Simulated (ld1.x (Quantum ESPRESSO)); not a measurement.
## Building the TM potential for palladium (Pd) (BLYP, fully relativistic).

ld1.x (Quantum ESPRESSO) 7.5 was run on this input:

```
&input
   title='Pd', zed=46., rel=2, dft='BLYP', iswitch=3,
   config='[Kr] 4d10 5s0 5p0', rel_dist='average',
   nld=5, rlderiv=3.05, eminld=-2.0, emaxld=5.0, deld=0.02
 /
 &inputp
   pseudotype=2, tm=.true., lloc=1,
   nlcc=.false.,
   file_pseudopw='Pd.UPF', file_wfcaegen='ae.wfc', file_wfcncgen='nc.wfc', file_beta='beta', file_chi='chi'
 /
3
5S  1  0   0.00   0.00  2.35  2.35  0.0
4D  3  2  10.00   0.00  1.65  1.65  0.0
5P  2  1   0.00   0.00  2.80  2.80  0.0
 &test
   configts(1)='4d10 5s0 5p0'
 /
```

Command:

```bash
ld1.x < Pd.in > Pd.out
```

Resulting log (shortened: banner, matrices, multipoles, cross overlaps and the repeated all-electron block are left out):

```
Program LD1 v.7.5
     --------------------------- All-electron run ----------------------------

     Pd
     dirac relativistic calculation

     atomic number is 46.00
     dft =BLYP   lsd =0 sic =0 latt =0  beta=0.20 tr2=1.0E-14
     Exchange-correlation= BLYP
                           (   1   3   1   3   0   0   0)
     mesh =1235 r(mesh) =  99.12271 a.u. xmin = -7.00 dx = 0.01250
     1 Ry =  13.60569312 eV, c = 137.03599908

     n l j   nl                  e(Ry)          e(Ha)          e(eV)
     Spin orbit split results
     1 0 0.5 1S 1( 2.00)     -1775.5050      -887.7525    -24156.9764
     2 0 0.5 2S 1( 2.00)      -259.1643      -129.5821     -3526.1098
     2 1 0.5 2P 1( 2.00)      -240.4139      -120.2070     -3270.9983
     2 1 1.5 2P 1( 4.00)      -228.6915      -114.3458     -3111.5069
     3 0 0.5 3S 1( 2.00)       -46.7068       -23.3534      -635.4784
     3 1 0.5 3P 1( 2.00)       -39.3072       -19.6536      -534.8024
     3 1 1.5 3P 1( 4.00)       -37.2645       -18.6323      -507.0098
     4 0 0.5 4S 1( 2.00)        -6.2692        -3.1346       -85.2975
     4 1 0.5 4P 1( 2.00)        -3.9857        -1.9929       -54.2288
     4 1 1.5 4P 1( 4.00)        -3.6581        -1.8290       -49.7707
     3 2 1.5 3D 1( 4.00)       -24.1554       -12.0777      -328.6506
     3 2 2.5 3D 1( 6.00)       -23.7480       -11.8740      -323.1083
     4 2 1.5 4D 1( 4.00)        -0.3157        -0.1578        -4.2951
     4 2 2.5 4D 1( 6.00)        -0.2837        -0.1418        -3.8596
     5 0 0.5 5S 1( 0.00)        -0.2521        -0.1261        -3.4305
     5 1 0.5 5P 1( 0.00)        -0.0326        -0.0163        -0.4441
     5 1 1.5 5P 1( 0.00)        -0.0275        -0.0137        -0.3741
     Averaged results
     1 0     1S 1( 2.00)     -1775.5050      -887.7525    -24156.9764
     2 0     2S 1( 2.00)      -259.1643      -129.5821     -3526.1098
     2 1     2P 1( 6.00)      -232.5990      -116.2995     -3164.6707
     3 0     3S 1( 2.00)       -46.7068       -23.3534      -635.4784
     3 1     3P 1( 6.00)       -37.9454       -18.9727      -516.2740
     4 0     4S 1( 2.00)        -6.2692        -3.1346       -85.2975
     4 1     4P 1( 6.00)        -3.7673        -1.8836       -51.2567
     3 2     3D 1(10.00)       -23.9110       -11.9555      -325.3252
     4 2     4D 1(10.00)        -0.2965        -0.1482        -4.0338
     5 0     5S 1( 0.00)        -0.2521        -0.1261        -3.4305
     5 1     5P 1( 0.00)        -0.0292        -0.0146        -0.3975

     final scf error:  4.1E-15 reached in  24 iterations

     Etot =  -10095.028481 Ry,   -5047.514240 Ha, -137349.859577 eV

     Ekin =   10544.957703 Ry,    5272.478851 Ha,  143471.458497 eV
     Encl =  -24469.202442 Ry,  -12234.601221 Ha, -332920.459393 eV
     Eh   =    4118.822293 Ry,    2059.411147 Ha,   56039.432151 eV
     Exc  =    -289.606034 Ry,    -144.803017 Ha,   -3940.290832 eV

     normalization and overlap integrals

     s(1S/1S) =  1.000000  <r> =   0.0319  <r2> =    0.0014  r(max) =   0.0207
     s(2S/2S) =  1.000000  <r> =   0.1380  <r2> =    0.0225  r(max) =   0.1175
     s(2P/2P) =  1.000000  <r> =   0.1171  <r2> =    0.0168  r(max) =   0.0904
     s(2P/2P) =  1.000000  <r> =   0.1221  <r2> =    0.0182  r(max) =   0.0950
     s(3S/3S) =  1.000000  <r> =   0.3792  <r2> =    0.1647  r(max) =   0.3401
     s(3P/3P) =  1.000000  <r> =   0.3713  <r2> =    0.1604  r(max) =   0.3275
     s(3P/3P) =  1.000000  <r> =   0.3821  <r2> =    0.1697  r(max) =   0.3401
     s(4S/4S) =  1.000000  <r> =   0.9460  <r2> =    1.0158  r(max) =   0.8469
     s(4P/4P) =  1.000000  <r> =   1.0216  <r2> =    1.1993  r(max) =   0.8903
     s(4P/4P) =  1.000000  <r> =   1.0541  <r2> =    1.2777  r(max) =   0.9129
     s(3D/3D) =  1.000000  <r> =   0.3557  <r2> =    0.1511  r(max) =   0.2819
     s(3D/3D) =  1.000000  <r> =   0.3592  <r2> =    0.1539  r(max) =   0.2819
     s(4D/4D) =  1.000000  <r> =   1.5755  <r2> =    3.1910  r(max) =   1.0875
     s(4D/4D) =  1.000000  <r> =   1.6137  <r2> =    3.3696  r(max) =   1.1012
     s(5S/5S) =  1.000000  <r> =   3.4418  <r2> =   13.9083  r(max) =   2.6748
     s(5P/5P) =  1.000000  <r> =   6.1402  <r2> =   47.3072  r(max) =   4.2476
     s(5P/5P) =  1.000000  <r> =   6.4983  <r2> =   53.0936  r(max) =   4.4654

     ------------------------ End of All-electron run ------------------------

     --------------------- Generating NC pseudopotential ---------------------

      Generating local pot.: lloc=1, j= 0.50, matching radius rcloc =   2.8000

      Generating local pot.: lloc=1, j= 1.50, matching radius rcloc =   2.8000

     Fully relativistic calculation: |psi|^2

     Wfc 5S LC norm =  0.99997037 SC norm =  0.00002776 missing  0.00000188

     Wfc 4D LC norm =  0.99982624 SC norm =  0.00017375 missing  0.00000001

     Wfc 4D LC norm =  0.99983220 SC norm =  0.00016661 missing  0.00000119

      Wfc   5S  rcut= 2.331  Using Troullier-Martins method

      Wfc   4D  rcut= 1.643  Using Troullier-Martins method

      Wfc   4D  rcut= 1.643  Using Troullier-Martins method

     ------------------- End of pseudopotential generation -------------------

     Computing logarithmic derivative in   3.04996
     Computing logarithmic derivative in   3.04996
     Computing the partial wave expansion
     R is outside the sphere for l=    0 j= 0.50
       no projector for channel:   1
       no projector for channel:   1
     R is outside the sphere for l=    2 j= 1.50
     R is outside the sphere for l=    2 j= 2.50

     ---------------------- Testing the pseudopotential ----------------------

     Pd
     dirac relativistic calculation

     atomic number is 46.00   valence charge is 10.00
     dft =BLYP   lsd =0 sic =0 latt =0  beta=0.20 tr2=1.0E-14
     mesh =1235 r(mesh) =  99.12271 xmin = -7.00 dx = 0.01250

     n l  j  nl             e AE (Ry)       e PS (Ry)    De AE-PS (Ry)
     3 2 1.5 4D   1( 4.00)       -0.31568       -0.31567       -0.00001
     3 2 2.5 4D   1( 6.00)       -0.28368       -0.28369        0.00001
     1 0 0.5 5S   1( 0.00)       -0.25213       -0.25213        0.00000
     2 1 0.5 5P   1( 0.00)       -0.03264       -0.02910       -0.00354
     2 1 1.5 5P   1( 0.00)       -0.02750       -0.02910        0.00161

     eps = 4.8E-15  iter =  9

     Etot =  -10095.028481 Ry,   -5047.514240 Ha, -137349.859577 eV
     Etotps =   -57.827915 Ry,     -28.913957 Ha,    -786.788863 eV

     Ekin =      55.867317 Ry,      27.933659 Ha,     760.113575 eV
     Encl =    -103.232020 Ry,     -51.616010 Ha,   -1404.543185 eV
     Ehrt =      57.757104 Ry,      28.878552 Ha,     785.825432 eV
     Ecxc =      -9.868764 Ry,      -4.934382 Ha,    -134.271379 eV
     Epseu=     -58.351552 Ry,     -29.175776 Ha,    -793.913306 eV

     ---------------------- End of pseudopotential test ----------------------
```

Generation and configuration tests took about 1.8 s on one core of a shared server CPU.
